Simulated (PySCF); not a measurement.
## Polarisability and C₆ of Xe⁵³⁺ (xenon, charge +53)

1s1, 2S determinant. Computed with PySCF 2.14 in an uncontracted even-tempered set (15 s from 110 bohr⁻², ratio 2.2; 7 p from 170 bohr⁻², ratio 2.4; 4 d from 520 bohr⁻², ratio 2.4; 3 f from 780 bohr⁻², ratio 2.4; 3 g from 1200 bohr⁻², ratio 2.4), with the non-relativistic Hamiltonian (point nucleus). Coupled (time-dependent) response in atomic units; α is the mean over directions.

```csv
method,mean α (bohr³),C₆ (like pair),S(−4)
UHF,5.292e-07,2.621e-10,3.674e-13
```

S(−4) is the Cauchy moment in α(ω) = α(0) + S(−4) ω² + …

α(iu) at UHF:

```tsv
u (hartree)	α(iu) (bohr³)
0	5.292e-07
100	5.255e-07
200	5.149e-07
400	4.767e-07
600	4.251e-07
800	3.702e-07
1000	3.185e-07
1500	2.171e-07
2000	1.521e-07
3000	8.345e-08
5000	3.490e-08
```

A single London oscillator, α(iu) = α/(1 + u²/ω²), gives C₆ = (3/4) ω α². Matching the computed C₆ needs ω = 4 × 2.621e-10 / (3 × 5.292e-07²) = 1250 hartree.

For a non-relativistic one-electron ion the exact value is 9/(2Z⁴) = 5.292e-07 bohr³; Hartree-Fock is exact here up to the basis.

For an ion, C₆ is the dispersion term alone; charge-induced terms of lower order in 1/R come first.

A non-relativistic calculation at this Z misses sizeable relativistic shifts.
